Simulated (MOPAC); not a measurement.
MOPAC input (AM1):

```
AM1 1SCF UHF MS=0.5 GEO-OK AUX(PRECISION=9) THREADS=1
H5BN

B    -0.75292700 1   -0.03938200 1   -0.04068500 1
N     0.69916700 1   -0.00105000 1   -0.01098700 1
H    -1.23341100 1   -0.71105700 1   -0.90474800 1
H    -1.20904300 1    1.12392400 1    0.06210000 1
H    -1.19454400 1   -0.24122000 1    1.11522400 1
H     1.22013600 1    0.53055200 1    0.67094600 1
H     1.28732600 1   -0.49793800 1   -0.66319000 1
```

Output:

```
 *******************************************************************************
 **                                                                           **
 **                              MOPAC v23.2.5                                **
 **                                                                           **
 *******************************************************************************
 ** MOPAC's Digital Object Identifier: https://doi.org/10.5281/zenodo.6511958 **
 **                                                                           **
 ** Please cite the open-source release paper for use of this MOPAC version:  **
 ** J. E. Moussa and J. J. P. Stewart (2026)                                  **
 ** MOPAC: An open-source semiempirical molecular orbital program             **
 ** J. Open Source Softw., 11(119), 8025, https://doi.org/10.21105/joss.08025 **
 *******************************************************************************

                              AM1 CALCULATION RESULTS

 *******************************************************************************
 *  AM1        - The AM1 Hamiltonian to be used
 *  GEO-OK     - OVERRIDE INTERATOMIC DISTANCE AND OTHER SAFETY CHECKS
 *  UHF        - UNRESTRICTED HARTREE-FOCK CALCULATION
 *  MS=        - IN MECI, MAGNETIC COMPONENT OF SPIN =  0.5
 *  1SCF       - DO 1 SCF AND THEN STOP
 *  AUX        - OUTPUT AUXILIARY INFORMATION
 *******************************************************************************
AM1 1SCF UHF MS=0.5 GEO-OK AUX(PRECISION=9) THREADS=1
 H5BN

   ATOM   CHEMICAL          X               Y               Z
  NUMBER   SYMBOL      (ANGSTROMS)     (ANGSTROMS)     (ANGSTROMS)

     1       B         -0.75292700  *  -0.03938200  *  -0.04068500  *
     2       N          0.69916700  *  -0.00105000  *  -0.01098700  *
     3       H         -1.23341100  *  -0.71105700  *  -0.90474800  *
     4       H         -1.20904300  *   1.12392400  *   0.06210000  *
     5       H         -1.19454400  *  -0.24122000  *   1.11522400  *
     6       H          1.22013600  *   0.53055200  *   0.67094600  *
     7       H          1.28732600  *  -0.49793800  *  -0.66319000  *

          CARTESIAN COORDINATES

    NO.       ATOM           X           Y           Z

     1         B         -0.7529     -0.0394     -0.0407
     2         N          0.6992     -0.0010     -0.0110
     3         H         -1.2334     -0.7111     -0.9047
     4         H         -1.2090      1.1239      0.0621
     5         H         -1.1945     -0.2412      1.1152
     6         H          1.2201      0.5306      0.6709
     7         H          1.2873     -0.4979     -0.6632

  H: (AM1): M.J.S. DEWAR ET AL, J. AM. CHEM. SOC. 107 3902-3909 (1985)
  B: (AM1): M.J.S. DEWAR ET AL, ORGANOMETALLICS, 7, 513-521 (1988)
  N: (AM1): M.J.S. DEWAR ET AL, J. AM. CHEM. SOC. 107 3902-3909 (1985)

           Empirical Formula: H5 N B  =     7 atoms

      MOLECULAR POINT GROUP   :   Cs

          UHF CALCULATION, NO. OF ALPHA ELECTRONS =    7
                           NO. OF BETA  ELECTRONS =    6

 -------------------------------------------------------------------------------
 AM1 1SCF UHF MS=0.5 GEO-OK AUX(PRECISION=9) THREADS=1
 H5BN

     1SCF WAS SPECIFIED, SO BFGS WAS NOT USED
     SCF FIELD WAS ACHIEVED

                              AM1 CALCULATION
                                                       MOPAC v23.2.5 Linux

          FINAL HEAT OF FORMATION =         15.03069 KCAL/MOL =      62.88839 KJ/MOL

          COSMO AREA              =         74.09 SQUARE ANGSTROMS
          COSMO VOLUME            =         54.75 CUBIC ANGSTROMS

          IONIZATION POTENTIAL    =          9.427465 EV
          ALPHA SOMO LUMO (EV)    =         -9.427  2.549
          BETA  SOMO LUMO (EV)    =        -10.541 -0.811
          NO. OF ALPHA ELECTRONS  =          7
          NO. OF BETA  ELECTRONS  =          6
          MOLECULAR WEIGHT        =         29.8562         POINT GROUP:  Cs

          MOLECULAR DIMENSIONS (Angstroms)

            Atom       Atom       Distance
            H     6    H     3     3.16927
            H     7    H     5     2.91738
            H     5    H     4     1.64721

          SCF CALCULATIONS        =          1

   ATOM   CHEMICAL          X               Y               Z
  NUMBER   SYMBOL      (ANGSTROMS)     (ANGSTROMS)     (ANGSTROMS)

     1       B         -0.75292700  *  -0.03938200  *  -0.04068500  *
     2       N          0.69916700  *  -0.00105000  *  -0.01098700  *
     3       H         -1.23341100  *  -0.71105700  *  -0.90474800  *
     4       H         -1.20904300  *   1.12392400  *   0.06210000  *
     5       H         -1.19454400  *  -0.24122000  *   1.11522400  *
     6       H          1.22013600  *   0.53055200  *   0.67094600  *
     7       H          1.28732600  *  -0.49793800  *  -0.66319000  *

                             CARTESIAN COORDINATES

   1    B       -0.752927000    -0.039382000    -0.040685000
   2    N        0.699167000    -0.001050000    -0.010987000
   3    H       -1.233411000    -0.711057000    -0.904748000
   4    H       -1.209043000     1.123924000     0.062100000
   5    H       -1.194544000    -0.241220000     1.115224000
   6    H        1.220136000     0.530552000     0.670946000
   7    H        1.287326000    -0.497938000    -0.663190000

           Empirical Formula: H5 N B  =     7 atoms

      MOLECULAR POINT GROUP   :   Cs

          ALPHA EIGENVALUES
 -34.09333 -21.80788 -17.56418 -14.56816 -12.95386 -11.05472  -9.42747   2.54886
   4.06795   4.92409   4.96461   6.60725   6.95142

           BETA EIGENVALUES
 -33.04996 -21.34799 -17.34580 -14.08486 -10.66876 -10.54073  -0.81061   2.98637
   4.36273   5.07599   5.51546   6.80395   7.10819

              NET ATOMIC CHARGES AND DIPOLE CONTRIBUTIONS

  ATOM NO.   TYPE          CHARGE      No. of ELECS.   s-Pop       p-Pop
    1          B          -0.085917        3.0859     1.15886     1.92706
    2          N          -0.271528        5.2715     1.49875     3.77278
    3          H          -0.041119        1.0411     1.04112
    4          H           0.006435        0.9936     0.99356
    5          H           0.006435        0.9936     0.99356
    6          H           0.190514        0.8095     0.80949
    7          H           0.195180        0.8048     0.80482
 DIPOLE           X         Y         Z       TOTAL
 POINT-CHG.     1.892     0.204     0.238     1.917
 HYBRID         0.670     0.122     0.148     0.697
 SUM            2.562     0.326     0.387     2.611

          ATOMIC ORBITAL ELECTRON POPULATIONS

     Atom    s        px        py        pz
    1  B   1.15886   0.58538   0.65104   0.69064
    2  N   1.49875   1.17747   1.34949   1.24582
    3  H   1.04112
    4  H   0.99356
    5  H   0.99356
    6  H   0.80949
    7  H   0.80482

                    (SZ)    =    0.500000
                    (S**2)  =    0.772676

          ATOMIC ORBITAL SPIN POPULATIONS

    Atom   Total    s     px     py     pz
         Atomic
    1  B -0.0784 -0.025 -0.031 -0.005 -0.018
    2  N  0.5218  0.026  0.019  0.293  0.183
    3  H -0.0149 -0.015
    4  H  0.3090  0.309
    5  H  0.3090  0.309
    6  H -0.0213 -0.021
    7  H -0.0252 -0.025

 **********************
 *                    *
 * JOB ENDED NORMALLY *
 *                    *
 **********************

 == MOPAC DONE ==
```

The geometry given is a B3LYP-D3(BJ)/def2-TZVP minimum.
